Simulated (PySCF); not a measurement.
Coordinates in bohr (charge 0 multiplicity 4):
```
Tc    0.0000    0.0000   -0.0502
H     1.7284    0.0000    2.4625
H    -1.7284    0.0000    2.4625
```

Computed with PySCF, UPBE0, basis Tc def2-TZVP with ECP28, H def2-TZVP (scalar-relativistic core potentials, no spin–orbit coupling, density fitting).

This geometry of TcH₂ is a stationary point at this level.

What is the point group?

C2v.

Is it a minimum?

Yes: all harmonic wavenumbers are real.

What are the dipole moment and the gap between the highest occupied and lowest empty levels of either spin?

3.23 D and 2.86 eV.

Give the ideal-gas entropy at 298.15 K and 1 bar by parts.

translation 166.4, rotation 57.0, vibration 3.3, spin 11.5; total 238.2 J/(mol K).

Only a few start shapes were tried, so a lower isomer may exist. With open d or f shells other occupations or spin states may lie lower. At this level a sextet minimum of C2v symmetry lies 42 kJ/mol below this structure.
